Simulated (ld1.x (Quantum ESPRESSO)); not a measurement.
iron: PAW pseudisation with LDA (PZ), scalar-relativistic reference atom.

Input for ld1.x (Quantum ESPRESSO) 7.5:

```
&input
   title='Fe', zed=26., rel=1, dft='PZ', iswitch=3,
   config='[Ar] 3d6 4s1.75 4p0.25',
   nld=3, rlderiv=1.80, eminld=-9.0, emaxld=5.0, deld=0.04
 /
 &inputp
   pseudotype=3, lpaw=.true., tm=.true., lloc=-2, rcloc=1.30,
   nlcc=.true., new_core_ps=.true., rcore=0.90,
   which_augfun='BESSEL', rmatch_augfun=0.65,
   file_pseudopw='Fe.UPF', file_wfcaegen='ae.wfc', file_wfcncgen='nc.wfc', file_beta='beta', file_chi='chi', file_wfcusgen='us.wfc'
 /
6
3S  1  0   2.00   0.00  1.10  1.15  0.0
4S  2  0   1.75   0.00  1.10  1.15  0.0
3P  2  1   6.00   0.00  1.20  1.65  0.0
4P  3  1   0.25   0.00  1.20  1.65  0.0
3D  3  2   6.00   0.00  0.85  1.05  0.0
3D  3  2   0.00  -0.05  0.85  1.05  0.0
 &test
   configts(1)='3s2 3p6 3d6 4s1.75 4p0.25'
 /
```

Command:

```bash
ld1.x < Fe.in > Fe.out
```

The program printed (shortened: banner, matrices, multipoles, cross overlaps and the repeated all-electron block are left out):

```
Program LD1 v.7.5
     --------------------------- All-electron run ----------------------------

     Fe
     scalar relativistic calculation

     atomic number is 26.00
     dft =PZ   lsd =0 sic =0 latt =0  beta=0.20 tr2=1.0E-14
     Exchange-correlation= PZ
                           (   1   1   0   0   0   0   0)
     mesh =1191 r(mesh) = 101.18024 a.u. xmin = -7.00 dx = 0.01250
     1 Ry =  13.60569312 eV, c = 137.03599908

     n l     nl                  e(Ry)          e(Ha)          e(eV)
     1 0     1S 1( 2.00)      -513.2961      -256.6481     -6983.7496
     2 0     2S 1( 2.00)       -60.1469       -30.0734      -818.3401
     2 1     2P 1( 6.00)       -51.3345       -25.6673      -698.4416
     3 0     3S 1( 2.00)        -6.9066        -3.4533       -93.9696
     3 1     3P 1( 6.00)        -4.4383        -2.2191       -60.3856
     3 2     3D 1( 6.00)        -0.6023        -0.3012        -8.1950
     4 0     4S 1( 1.75)        -0.4251        -0.2125        -5.7835
     4 1     4P 1( 0.25)        -0.1230        -0.0615        -1.6734

     final scf error:  2.2E-15 reached in  32 iterations

     Etot =   -2540.295486 Ry,   -1270.147743 Ha,  -34562.480823 eV

     Ekin =    2569.490187 Ry,    1284.745094 Ha,   34959.694973 eV
     Encl =   -6078.380715 Ry,   -3039.190358 Ha,  -82700.582696 eV
     Eh   =    1075.034152 Ry,     537.517076 Ha,   14626.584766 eV
     Exc  =    -106.439110 Ry,     -53.219555 Ha,   -1448.177866 eV

     normalization and overlap integrals

     s(1S/1S) =  1.000000  <r> =   0.0586  <r2> =    0.0046  r(max) =   0.0385
     s(2S/2S) =  1.000000  <r> =   0.2676  <r2> =    0.0845  r(max) =   0.2241
     s(2P/2P) =  1.000000  <r> =   0.2358  <r2> =    0.0684  r(max) =   0.1790
     s(3S/3S) =  1.000000  <r> =   0.8123  <r2> =    0.7626  r(max) =   0.6990
     s(3P/3P) =  1.000000  <r> =   0.8587  <r2> =    0.8715  r(max) =   0.7167
     s(3D/3D) =  1.000000  <r> =   1.1369  <r2> =    1.7469  r(max) =   0.7078
     s(4S/4S) =  1.000000  <r> =   2.9433  <r2> =   10.0849  r(max) =   2.3795
     s(4P/4P) =  1.000000  <r> =   4.2937  <r2> =   22.1464  r(max) =   3.2524

     ------------------------ End of All-electron run ------------------------

     --------------------- Generating PAW atomic setup --------------------

      Generating local potential from pseudized AE potential:
      Matching radius rcloc =   1.3000
      Enforcing V''(0)=0 (lloc=-2)

      Local pseudo, rcloc= 1.306 Estimated cut-off energy=    18.59 Ry

      Computing core charge for nlcc:

       r > 0.91 : true rho core
      Core charge pseudized with two Bessel functions
      Integrated core pseudo-charge :   0.16
      Wfc-us  3S rcutus= 1.152  Estimated cut-off energy=    39.18 Ry
      Wfc-us  4S rcutus= 1.152  Estimated cut-off energy=    74.52 Ry
      Wfc-us  3P rcutus= 1.635  Estimated cut-off energy=    32.19 Ry
      Wfc-us  4P rcutus= 1.635  Estimated cut-off energy=    61.13 Ry
      Wfc-us  3D rcutus= 1.043  Estimated cut-off energy=   104.37 Ry
      Wfc-us  3D rcutus= 1.043  Estimated cut-off energy=   106.45 Ry

     Required augmentation: BESSEL   radius:    0.650000
     Suggested rho cutoff for augmentation: 230.26 Ry

     Estimated PAW energy = -323.933041 Ryd

     ------------------- End of pseudopotential generation -------------------

     Computing logarithmic derivative in   1.79620
     Computing logarithmic derivative in   1.79620
     Computing the partial wave expansion
     R is outside the sphere for l=    0 j= 0.00
     R is outside the sphere for l=    0 j= 0.00
     R is outside the sphere for l=    1 j= 0.00
     R is outside the sphere for l=    1 j= 0.00
     R is outside the sphere for l=    2 j= 0.00
     R is outside the sphere for l=    2 j= 0.00

     ---------------------- Testing the pseudopotential ----------------------

     Fe
     scalar relativistic calculation

     atomic number is 26.00   valence charge is 16.00
     dft = SLA  PZ   NOGX NOGC   lsd =0 sic =0 latt =0  beta=0.20 tr2=1.0E-14
     mesh =1191 r(mesh) = 101.18024 xmin = -7.00 dx = 0.01250

     n l     nl             e AE (Ry)        e PS (Ry)    De AE-PS (Ry)
     1 0     3S   1( 2.00)       -6.90664       -6.90659       -0.00004
     2 1     3P   1( 6.00)       -4.43826       -4.43820       -0.00005
     3 2     3D   1( 6.00)       -0.60232       -0.60229       -0.00003
     2 0     4S   1( 1.75)       -0.42508       -0.42507       -0.00001
     3 1     4P   1( 0.25)       -0.12299       -0.12299       -0.00000

     eps = 1.2E-15  iter =  8

     Etot =   -2540.295486 Ry,   -1270.147743 Ha,  -34562.480823 eV
     Etotps =  -323.933035 Ry,    -161.966518 Ha,   -4407.333468 eV

     Ekin =     281.191126 Ry,     140.595563 Ha,    3825.800175 eV
     Encl =    -709.024714 Ry,    -354.512357 Ha,   -9646.772679 eV
     Ehrt =     210.339828 Ry,     105.169914 Ha,    2861.819154 eV
     Ecxc =    -106.439275 Ry,     -53.219638 Ha,   -1448.180118 eV
     (Ecc =      -0.139460 Ry,      -0.069730 Ha,      -1.897448 eV)

     ---------------------- End of pseudopotential test ----------------------
```

Generation and configuration tests took about 4 s on one core of a shared server CPU.

Transferability test of the new file with ld1.x, input:

```
&input
   title='Fe', zed=26., rel=1, dft='PZ', iswitch=2,
   config='[Ar] 3d6 4s1.75 4p0.25'
 /
 &test
   file_pseudo='Fe.UPF', nconf=10,
   configts(1)='3s2 3p6 3d6 4s1.75 4p0.25',
   configts(2)='3s2 3p6 3d6 4s2 4p0',
   configts(3)='3s2 3p6 3d6 4s1 4p0',
   configts(4)='3s2 3p6 3d6 4s0 4p0',
   configts(5)='3s2 3p6 3d6 4s1 4p1',
   configts(6)='3s2 3p6 3d6 4s0 4p1',
   configts(7)='3s1 3p6 3d6 4s2 4p0',
   configts(8)='3s2 3p6 3d7 4s1 4p0',
   configts(9)='3s2 3p6 3d6 4s1.75 4p0.25', lsdts(9)=1,
   configts(10)='3s2 3p6 3d6 4s2 4p0', lsdts(10)=1
 /
```

```bash
ld1.x < Fe.test.in > Fe.test.out
```

Pseudopotential blocks of its output, shortened (energy terms left out):

```
     ---------------------- Testing the pseudopotential ----------------------

     n l     nl             e AE (Ry)        e PS (Ry)    De AE-PS (Ry)
     1 0     3S   1( 2.00)       -6.90664       -6.90659       -0.00004
     2 1     3P   1( 6.00)       -4.43826       -4.43820       -0.00005
     3 2     3D   1( 6.00)       -0.60232       -0.60229       -0.00003
     2 0     4S   1( 1.75)       -0.42508       -0.42507       -0.00001
     3 1     4P   1( 0.25)       -0.12299       -0.12299       -0.00000

     eps = 1.3E-15  iter =  8

     Etot =   -2540.295486 Ry,   -1270.147743 Ha,  -34562.480823 eV
     Etotps =  -323.933035 Ry,    -161.966518 Ha,   -4407.333468 eV

     ---------------------- End of pseudopotential test ----------------------

          ---------------------- Testing the pseudopotential ----------------------

     n l     nl             e AE (Ry)        e PS (Ry)    De AE-PS (Ry)
     1 0     3S   1( 2.00)       -6.87296       -6.87294       -0.00002
     2 1     3P   1( 6.00)       -4.40452       -4.40469        0.00017
     3 2     3D   1( 6.00)       -0.56965       -0.56969        0.00004
     2 0     4S   1( 2.00)       -0.40342       -0.40340       -0.00002
     3 1     4P   1( 0.00)       -0.10550       -0.10547       -0.00004

     eps = 9.3E-15  iter =  9

     Etot =   -2540.370445 Ry,   -1270.185223 Ha,  -34563.500698 eV
     Etotps =  -324.008002 Ry,    -162.004001 Ha,   -4408.353443 eV
     dEtot_ae =      -0.074959 Ry
     dEtot_ps =      -0.074967 Ry,   Delta E=       0.000007 Ry

     ---------------------- End of pseudopotential test ----------------------

          ---------------------- Testing the pseudopotential ----------------------

     n l     nl             e AE (Ry)        e PS (Ry)    De AE-PS (Ry)
     1 0     3S   1( 2.00)       -7.50543       -7.50543        0.00000
     2 1     3P   1( 6.00)       -5.03768       -5.03832        0.00064
     3 2     3D   1( 6.00)       -1.19594       -1.19609        0.00015
     2 0     4S   1( 1.00)       -0.92859       -0.92853       -0.00005
     3 1     4P   1( 0.00)       -0.55469       -0.55447       -0.00022

     eps = 1.7E-16  iter = 13

     Etot =   -2539.710356 Ry,   -1269.855178 Ha,  -34554.519721 eV
     Etotps =  -323.347891 Ry,    -161.673946 Ha,   -4399.372183 eV
     dEtot_ae =       0.585130 Ry
     dEtot_ps =       0.585144 Ry,   Delta E=      -0.000014 Ry

     ---------------------- End of pseudopotential test ----------------------

          ---------------------- Testing the pseudopotential ----------------------

     n l     nl             e AE (Ry)        e PS (Ry)    De AE-PS (Ry)
     1 0     3S   1( 2.00)       -8.23548       -8.23555        0.00007
     2 1     3P   1( 6.00)       -5.76799       -5.76929        0.00130
     3 2     3D   1( 6.00)       -1.91334       -1.91366        0.00032
     2 0     4S   1( 0.00)       -1.49677       -1.49666       -0.00010
     3 1     4P   1( 0.00)       -1.05270       -1.05203       -0.00067

     eps = 7.9E-15  iter = 10

     Etot =   -2538.498203 Ry,   -1269.249101 Ha,  -34538.027538 eV
     Etotps =  -322.135700 Ry,    -161.067850 Ha,   -4382.879475 eV
     dEtot_ae =       1.797283 Ry
     dEtot_ps =       1.797335 Ry,   Delta E=      -0.000052 Ry

     ---------------------- End of pseudopotential test ----------------------

          ---------------------- Testing the pseudopotential ----------------------

     n l     nl             e AE (Ry)        e PS (Ry)    De AE-PS (Ry)
     1 0     3S   1( 2.00)       -6.99981       -6.99942       -0.00039
     2 1     3P   1( 6.00)       -4.53155       -4.53026       -0.00129
     3 2     3D   1( 6.00)       -0.69231       -0.69174       -0.00058
     2 0     4S   1( 1.00)       -0.48253       -0.48243       -0.00009
     3 1     4P   1( 1.00)       -0.16568       -0.16578        0.00010

     eps = 4.5E-15  iter = 13

     Etot =   -2540.063399 Ry,   -1270.031700 Ha,  -34559.323122 eV
     Etotps =  -323.700994 Ry,    -161.850497 Ha,   -4404.176387 eV
     dEtot_ae =       0.232087 Ry
     dEtot_ps =       0.232041 Ry,   Delta E=       0.000046 Ry

     ---------------------- End of pseudopotential test ----------------------

          ---------------------- Testing the pseudopotential ----------------------

     n l     nl             e AE (Ry)        e PS (Ry)    De AE-PS (Ry)
     1 0     3S   1( 2.00)       -7.61343       -7.61257       -0.00086
     2 1     3P   1( 6.00)       -5.14553       -5.14306       -0.00246
     3 2     3D   1( 6.00)       -1.29869       -1.29750       -0.00119
     2 0     4S   1( 0.00)       -0.99313       -0.99298       -0.00015
     3 1     4P   1( 1.00)       -0.61148       -0.61192        0.00044

     eps = 1.0E-14  iter = 15

     Etot =   -2539.333036 Ry,   -1269.666518 Ha,  -34549.386018 eV
     Etotps =  -322.970693 Ry,    -161.485347 Ha,   -4394.240137 eV
     dEtot_ae =       0.962450 Ry
     dEtot_ps =       0.962342 Ry,   Delta E=       0.000108 Ry

     ---------------------- End of pseudopotential test ----------------------

          ---------------------- Testing the pseudopotential ----------------------

     n l     nl             e AE (Ry)        e PS (Ry)    De AE-PS (Ry)
     1 0     3S   1( 1.00)       -8.07938       -8.08017        0.00079
     2 1     3P   1( 6.00)       -5.59373       -5.59335       -0.00038
     3 2     3D   1( 6.00)       -1.67870       -1.67836       -0.00033
     2 0     4S   1( 2.00)       -1.06045       -1.06046        0.00002
     3 1     4P   1( 0.00)       -0.64288       -0.64363        0.00075

     eps = 8.2E-15  iter = 14

     Etot =   -2532.918119 Ry,   -1266.459060 Ha,  -34462.106634 eV
     Etotps =  -316.553861 Ry,    -158.276930 Ha,   -4306.934689 eV
     dEtot_ae =       7.377367 Ry
     dEtot_ps =       7.379174 Ry,   Delta E=      -0.001807 Ry

     ---------------------- End of pseudopotential test ----------------------

          ---------------------- Testing the pseudopotential ----------------------

     n l     nl             e AE (Ry)        e PS (Ry)    De AE-PS (Ry)
     1 0     3S   1( 2.00)       -6.54119       -6.54103       -0.00016
     2 1     3P   1( 6.00)       -4.08239       -4.08399        0.00160
     3 2     3D   1( 7.00)       -0.29864       -0.29879        0.00015
     2 0     4S   1( 1.00)       -0.32898       -0.32886       -0.00012
     3 1     4P   1( 0.00)       -0.07088       -0.07071       -0.00017

     eps = 1.4E-15  iter = 14

     Etot =   -2540.431354 Ry,   -1270.215677 Ha,  -34564.329409 eV
     Etotps =  -324.069080 Ry,    -162.034540 Ha,   -4409.184453 eV
     dEtot_ae =      -0.135869 Ry
     dEtot_ps =      -0.136045 Ry,   Delta E=       0.000176 Ry

     ---------------------- End of pseudopotential test ----------------------

          ---------------------- Testing the pseudopotential ----------------------

     n l     nl             e AE (Ry)        e PS (Ry)    De AE-PS (Ry)
     1 0     3S   1( 1.00)       -7.00822       -7.00810       -0.00012
     2 1     3P   1( 3.00)       -4.53762       -4.53797        0.00035
     3 2     3D   1( 5.00)       -0.69272       -0.69268       -0.00004
     2 0     4S   1( 1.00)       -0.45394       -0.45394        0.00000
     3 1     4P   1( 0.25)       -0.13797       -0.13789       -0.00008
     1 0     3S   2( 1.00)       -6.71325       -6.71343        0.00019
     2 1     3P   2( 3.00)       -4.25010       -4.25056        0.00045
     3 2     3D   2( 1.00)       -0.43822       -0.43848        0.00026
     2 0     4S   2( 0.75)       -0.37870       -0.37870        0.00001
     3 1     4P   2( 0.00)       -0.10027       -0.10025       -0.00002

     eps = 2.4E-15  iter = 20

     Etot =   -2540.557168 Ry,   -1270.278584 Ha,  -34566.041183 eV
     Etotps =  -324.194407 Ry,    -162.097203 Ha,   -4410.889613 eV
     dEtot_ae =      -0.261682 Ry
     dEtot_ps =      -0.261372 Ry,   Delta E=      -0.000310 Ry

     ---------------------- End of pseudopotential test ----------------------

          ---------------------- Testing the pseudopotential ----------------------

     n l     nl             e AE (Ry)        e PS (Ry)    De AE-PS (Ry)
     1 0     3S   1( 1.00)       -6.97799       -6.97785       -0.00014
     2 1     3P   1( 3.00)       -4.50726       -4.50788        0.00062
     3 2     3D   1( 5.00)       -0.66212       -0.66214        0.00002
     2 0     4S   1( 1.00)       -0.42649       -0.42646       -0.00004
     3 1     4P   1( 0.00)       -0.11516       -0.11501       -0.00015
     1 0     3S   2( 1.00)       -6.68435       -6.68455        0.00020
     2 1     3P   2( 3.00)       -4.22152       -4.22223        0.00070
     3 2     3D   2( 1.00)       -0.41365       -0.41395        0.00030
     2 0     4S   2( 1.00)       -0.37314       -0.37312       -0.00002
     3 1     4P   2( 0.00)       -0.09551       -0.09544       -0.00007

     eps = 2.2E-15  iter = 23

     Etot =   -2540.619508 Ry,   -1270.309754 Ha,  -34566.889373 eV
     Etotps =  -324.256775 Ry,    -162.128388 Ha,   -4411.738175 eV
     dEtot_ae =      -0.324022 Ry
     dEtot_ps =      -0.323740 Ry,   Delta E=      -0.000283 Ry

     ---------------------- End of pseudopotential test ----------------------
```
